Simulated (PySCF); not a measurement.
A GIAO shielding run with PySCF 2.14.0 with density-fitted response routines (density fitting, non-relativistic, gas phase) on SMILES O=C[C@@H]1CC[SiH2]OC(=O)O1, C$_{5}$H$_{8}$O$_{4}$Si:

```
$ OMP_NUM_THREADS=1 python probes_run.py task.json out

{"job": {"kind": "nmr", "xc": "PBE0", "basis": "pcSseg-1"}, "charge": 0, "multiplicity": 1}
O     -1.901109     1.147165     1.282696
C     -1.828586     0.215974     0.540643
C     -1.097077     0.200449    -0.785922
C     -0.201750    -1.042584    -0.954552
C      0.600947    -1.418392     0.294151
Si     1.716731     0.008001     0.900843
O      0.860419     1.394981     0.768102
C      0.349954     2.091360    -0.238764
O      0.620997     3.231380    -0.437353
O     -0.468350     1.442160    -1.077730
H     -2.339787    -0.746064     0.744088
H     -1.883827     0.153296    -1.555002
H      0.473446    -0.851584    -1.791402
H     -0.848804    -1.877071    -1.236546
H     -0.092056    -1.704815     1.087810
H      1.186322    -2.309188     0.067280
H      2.900108     0.101614     0.046592
H      1.943664    -0.030366     2.333408
```

Hardware: 1 thread of an Arm Neoverse N1, shared host. The job also computes population analyses, field gradients, ring-centre shieldings.

(1) How large is the calculation?

(2) How long does it take, and how much memory does it need?

## Answers

(1) 84 electrons, 217 basis functions and 1148 auxiliary functions.

(2) 84 s of wall time, with 15 SCF cycles and 5 response iterations; peak memory 0.97 GiB. Times on a shared host scatter by some tens of per cent.
